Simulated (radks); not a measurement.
Question: Valence configurations of Si3+ (all share [Ne]). Method: non-relativistic Kohn-Sham, r2SCAN, spin-polarised, spherical densities, point nucleus; open shells are filled with parallel spins first; meta-GGA in the generalised Kohn-Sham scheme; computed with a radial shooting solver on a logarithmic mesh with Libxc functionals. Order these by energy: 3p1; 3s0.5 3p0.5; 3s1.

Answer: From the lowest, in eV above it: 3s1 0.000; 3s0.5 3p0.5 4.578; 3p1 9.071. NIST lists [Ne] 3s1 as the ground configuration; this level of theory agrees among the configurations tried. The energies are those of spherical high-spin densities, not of single terms.
